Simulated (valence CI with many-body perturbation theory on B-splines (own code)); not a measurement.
Ladder of approximations for Xe XXXII

Calculated by valence CI with perturbative core correlation (CI+MBPT): five valence electrons over a frozen Dirac-Fock core [Ar], radial functions for each j: 7 s, 7 p, 8 d, 6 f, 4 g, 1 h, with the one-electron correlation potential Σ1 (screened to all orders), the two-electron term Σ2, the three-electron term Σ3, Breit, model QED; selected single and double excitations, second order for the rest (own B-spline code, finite nucleus).

The last digits are not significant, and no measured levels were compared; by estimate large intervals hold to a few tenths of a per cent, small ones and those within an open d or f shell to about a per cent. Only levels of the ground parity were solved; by the run's estimate the other parity begins above the list, which can be wrong where configurations are misplaced.

Each rung adds one term. CI alone is the Dirac-Coulomb CI over the frozen core; QED comes last and gives the full result, which names the levels. Energies are above (3d3/2^4 3d5/2) J=5/2 on the same rung, in cm⁻¹.

Levels are named by their leading jj configuration (3d3/2^4 stands for four electrons in 3d with j = 3/2), which in mixed levels can hold well under half, so a name can repeat and another be missing. Letters in brackets count levels of one name in rising energy.

```
                      Level  CI alone
(3d3/2^3 3d5/2^2) J=5/2 [a]     93822
(3d3/2^3 3d5/2^2) J=7/2 [a]    153698
(3d3/2^3 3d5/2^2) J=3/2 [a]    158509
   (3d3/2^3 3d5/2^2) J=11/2    164377
    (3d3/2^3 3d5/2^2) J=9/2    179880
(3d3/2^3 3d5/2^2) J=5/2 [b]    181689
    (3d3/2^3 3d5/2^2) J=1/2    192553
(3d3/2^3 3d5/2^2) J=7/2 [b]    225349
(3d3/2^2 3d5/2^3) J=5/2 [a]    235054
(3d3/2^2 3d5/2^3) J=7/2 [a]    261034
   (3d3/2^2 3d5/2^3) J=11/2    264532
(3d3/2^3 3d5/2^2) J=3/2 [b]    267311
(3d3/2^2 3d5/2^3) J=9/2 [a]    280951
(3d3/2^2 3d5/2^3) J=1/2 [a]    279150
(3d3/2^2 3d5/2^3) J=3/2 [a]    288727
   (3d3/2^2 3d5/2^3) J=13/2    293314
```

(1) What do these energies become with core correlation, Breit and QED?

(2) How does the ionisation energy move along the ladder, and which term matters most?

## Answers

(1) (3d3/2^3 3d5/2^2) J=5/2 [a] 92470 (-1352); (3d3/2^3 3d5/2^2) J=7/2 [a] 149919 (-3779); (3d3/2^3 3d5/2^2) J=3/2 [a] 154825 (-3683); (3d3/2^3 3d5/2^2) J=11/2 158097 (-6280); (3d3/2^3 3d5/2^2) J=9/2 174921 (-4958); (3d3/2^3 3d5/2^2) J=5/2 [b] 178095 (-3594); (3d3/2^3 3d5/2^2) J=1/2 188052 (-4501); (3d3/2^3 3d5/2^2) J=7/2 [b] 218696 (-6653); (3d3/2^2 3d5/2^3) J=5/2 [a] 230670 (-4384); (3d3/2^2 3d5/2^3) J=7/2 [a] 254475 (-6559); (3d3/2^2 3d5/2^3) J=11/2 258956 (-5576); (3d3/2^3 3d5/2^2) J=3/2 [b] 262011 (-5300); (3d3/2^2 3d5/2^3) J=9/2 [a] 273806 (-7145); (3d3/2^2 3d5/2^3) J=1/2 [a] 274753 (-4396); (3d3/2^2 3d5/2^3) J=3/2 [a] 284410 (-4317); (3d3/2^2 3d5/2^3) J=13/2 284656 (-8658).

(2) CI alone 1906.9, + Σ1 1909.1, + Σ2 1918.6, + Σ3 1918.7, + Breit 1918.6, + QED 1918.6 eV. The largest step is Σ2, 9.5 eV. NIST lists 1919 ± 4 eV (theoretical).
